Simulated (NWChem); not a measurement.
# CH3FO3Si; SMILES O=CO[Si@@H](O)F

```xyz
9

O     -0.3750    -1.8825     0.8680
C      0.6397    -1.7014     0.2307
O      0.9488    -0.5828    -0.4418
Si    -0.0637     0.7895    -0.4775
O     -1.6234     0.3607    -0.2851
F      0.4740     1.7374     0.6969
H      1.4351    -2.4522     0.1299
H      0.1545     1.4499    -1.7665
H     -1.7201    -0.4169     0.2968
```
Atoms are numbered in this order, from 1.

Coordinates come from a B3LYP/6-31G* (spherical d) optimisation. B3LYP is NWChem's, with the RPA form of VWN correlation.

Task: Give the principal values of the shielding tensors (ppm) of O1, C2, O3, Si4, O5 from B3LYP/6-31G* (spherical d), GIAO (NWChem), with their diamagnetic and paramagnetic parts as GIAO splits them.

Result: 
```
atom     σ11     σ22    σ33  isotropic  diamagnetic  paramagnetic
----  ------  ------  -----  ---------  -----------  ------------
O1    -307.8  -194.0  264.0      -79.3        396.0        -475.3
C2     -53.3    74.8   89.6       37.0        253.6        -216.6
O3     -40.0   175.8  189.9      108.6        395.6        -287.1
Si4    416.8   444.2  488.7      449.9        880.8        -430.9
O5     225.9   250.1  308.9      261.6        391.7        -130.1
```
